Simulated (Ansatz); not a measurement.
`Clc1ccc[nH]1` and `Brc1ccc[nH]1` differ in one atom or group.

Ansatz, PBE0-D4/def2-TZVP geometries, multiplicity 1. 

Scalar relativity is left out up to krypton.

```tsv
property	`Clc1ccc[nH]1`
HOMO–LUMO gap (PBE0/def2-TZVPP) / eV	6.89
LUMO energy (B3LYP/def2-TZVPP) / eV	0.50
HOMO–LUMO gap (ωB97M-V/def2-TZVPP) / eV	10.66
size of the dipole moment (ωB97M-V/def2-TZVPP) / D	1.79
HOMO energy (PBE0/def2-TZVPP) / eV	-6.15
HOMO energy (B3LYP/def2-TZVPP) / eV	-5.94
```

Problem. Give the same properties after the change, and the shifts. (An estimate is asked.)

Solution. Ansatz gave: 
```csv
property,`Brc1ccc[nH]1`,shift
HOMO–LUMO gap (PBE0/def2-TZVPP) / eV,6.44,-0.45
LUMO energy (B3LYP/def2-TZVPP) / eV,-0.01,-0.51
HOMO–LUMO gap (ωB97M-V/def2-TZVPP) / eV,10.46,-0.20
size of the dipole moment (ωB97M-V/def2-TZVPP) / D,1.78,-0.01
HOMO energy (PBE0/def2-TZVPP) / eV,-6.18,-0.03
HOMO energy (B3LYP/def2-TZVPP) / eV,-5.97,-0.03
```

Dipoles are sizes alone; their direction can turn.

B3LYP here is the variant with VWN-RPA as its local correlation; programs differ in this.

Spin–orbit coupling is left out; it splits and shifts lone-pair levels of the heavy atoms by tenths of an eV.
